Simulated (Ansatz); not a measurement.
Born–Oppenheimer molecular dynamics of C₂H₆BrGa (10 atoms, charge 0, multiplicity 1). It starts from a relaxed structure.

Theory: Ansatz 0.2.0, RKS B3LYP-D4/def2-SVP.

```
ensemble                      : NVE (Milne-controlled integrator)
time step                     : 0.5 fs
steps asked                   : 100
starting velocities drawn for : 1000 K
seed                          : 748532
```

First frame:

```xyz
10
Properties=species:S:1:pos:R:3
C 0.011 1.638 0.560
Ga -0.792 -0.078 -0.001
C 0.386 -1.423 -0.890
Br 0.993 -2.267 0.829
H -0.749 2.423 0.689
H 0.515 1.495 1.531
H 0.768 1.984 -0.160
H -2.270 -0.522 0.295
H -0.080 -2.231 -1.466
H 1.300 -1.071 -1.384
```

Q: How far do the bonds stretch over the last three quarters of this one trajectory? (Pairs bonded in most of those frames.)

A: 
```tsv
bond	mean (Å)	spread (Å)	shortest	longest
C1–Ga2	1.984	0.033	1.94	2.02
C1–H5	1.103	0.012	1.08	1.12
C1–H6	1.110	0.056	1.03	1.19
C1–H7	1.117	0.049	1.04	1.18
Ga2–C3	2.019	0.012	2.00	2.04
Ga2–H8	1.582	0.026	1.53	1.62
C3–Br4	2.014	0.028	1.97	2.05
C3–H9	1.137	0.096	0.98	1.26
C3–H10	1.114	0.057	1.02	1.19
```

Mean temperature of the second half: 556 K. The conserved energy stayed within 0.2 meV per atom of its start (net change -0.023 meV per atom), so the integration is sound. A run of 0.05 ps of so small a system gives no equilibrium averages.

Run time: 8.8 min on 2 threads of Arm Neoverse N1 (shared host), peak memory 0.36 GiB.
